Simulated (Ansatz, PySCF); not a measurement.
Process, species as SMILES: C[Si](Br)(Br)Br + 4 [H][H] (H2) → 3 Br (HBr) + C (CH4) + [SiH4] (SiH4)
Geometries: B3LYP-D3(BJ)/def2-TZVP minima from Ansatz (a quantum-chemistry and plane-wave program). Frequencies are from Ansatz or PySCF.
Geometry of the first species:
```
Si
C 1 1.8507
H 2 1.0906 1 109.79
H 2 1.0906 3 109.15 1 -120.39
H 2 1.0906 3 109.15 4 -119.22
Br 1 2.2232 2 110.17 3 -60.00
Br 1 2.2232 2 110.17 3 60.00
Br 1 2.2232 2 110.17 3 180.00
```

Property: energy of full hydrogenation (0 K, with B3LYP-D3(BJ) harmonic zero-point energies), in kJ/mol. Cores are frozen in the correlated levels unless marked. No spin-orbit coupling. The frozen core is the preceding noble-gas configuration, with the filled d and f shells of earlier blocks. No relativistic terms. Basis-set limits of correlation are two-point, X^-3; Hartree-Fock from the larger set.

| level | program | energy of full hydrogenation (kJ/mol) | minus last row |
|---|---|---|---|
| BLYP-D4/def2-TZVPD | Ansatz + dftd4 | 237.4 | -2.6 |
| r2SCAN-D3(BJ)/def2-TZVPD | Ansatz + dftd3 | 254.2 | 14.2 |
| PBE0/6-31G* | Ansatz | 220.2 | -19.8 |
| PBE0/def2-SVP | Ansatz | 182.9 | -57.1 |
| BHLYP-D4/def2-TZVPD | Ansatz + dftd4 | 225.1 | -14.9 |
| wB97X/def2-TZVPD | Ansatz | 202.5 | -37.5 |
| MP2/def2-QZVPP | Ansatz | 267.3 | 27.3 |
| SCS-MP2/def2-TZVPPD | Ansatz | 226.2 | -13.8 |
| CCSD/def2-TZVPPD | Ansatz | 199.4 | -40.6 |
| CCSD(T)/CBS(def2-TZVPPD,def2-QZVPPD) | Ansatz | 240.0 | 0.0 |
